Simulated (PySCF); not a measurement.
# From computed data to an observable: entropy of an ideal gas

Si(H)3(SeH) (H4SeSi), SMILES [SiH3][SeH].

Geometry optimised at PBE0-D3(BJ)/def2-TZVP.

PBE0-D3(BJ)/def2-TZVP (PySCF) gives the harmonic wavenumbers 170, 400, 495, 593, 739, 908, 929, 955, 2229, 2237, 2251, 2442 cm⁻¹ and the rotational temperatures 3.0092, 0.1941, 0.1908 K. The molar mass is 111.09 g/mol, the symmetry number 1, the spin multiplicity 1.

### Question
Work out the entropy at 298.15 K and 1 atm in the rigid-rotor, harmonic-oscillator model.

### Answer

Translation (Sackur–Tetrode at 1 atm): S = R[1.5 ln M + 2.5 ln T − 1.16487] = 167.5 J/(mol K).
Rotation: q = (√π/σ) T^1.5/√(θA θB θC) = 27300, S = R[ln q + 3/2] = 97.4 J/(mol K).
Vibration: with u = 1.4388 ν/T, each mode gives R[u/(e^u − 1) − ln(1 − e^−u)]:
```tsv
ν (cm⁻¹)	modes	u	S (J/(mol K))
170	1	0.82	10.19
400	1	1.93	4.03
495	1	2.39	2.81
593	1	2.86	1.93
739	1	3.57	1.10
908	1	4.38	0.57
929	1	4.48	0.52
955	1	4.61	0.47
```
The stiffer modes add less than 0.005 each. Sum 21.6 J/(mol K).
Spin: R ln 1 = 0.0 J/(mol K).
Total 286.5 J/(mol K); the program's own thermochemistry gives 286.5. Translation makes up 58 % and vibration 8 %. Anharmonicity, hindered rotation and orbital degeneracy are left out.
